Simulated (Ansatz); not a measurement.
The cluster Li₆Si. Total charge 0; singlet. Geometry relaxed at B3LYP-D4/def2-TZVP.

```xyz
7

Li   -1.556    1.088    0.286
Li    0.594    0.158    1.824
Li    0.467    3.237    1.308
Li    1.280   -2.579   -0.379
Li    0.936    0.686   -0.911
Li   -1.225   -1.494   -2.163
Si   -0.495   -1.096    0.034
```

The restricted singlet is unstable towards broken spin symmetry in Hartree–Fock (as tested in another run); at B3LYP-D4/def2-TZVP this wasn't settled. The structure comes from a short search, and lower isomers may exist.

**Question.** Estimate the harmonic wavenumbers at RKS B3LYP-D4/def2-TZVP (Ansatz, unscaled). Is this a minimum?

**Answer.** 73, 84, 102, 125, 154, 162, 196, 221, 242, 276, 376, 379, 420, 475, 482 cm⁻¹. Yes, no mode is imaginary beyond noise. Zero-point energy 22.5 kJ/mol. Hardware: 4 threads of Arm Neoverse V2 on a shared host. Wall time 31 s.
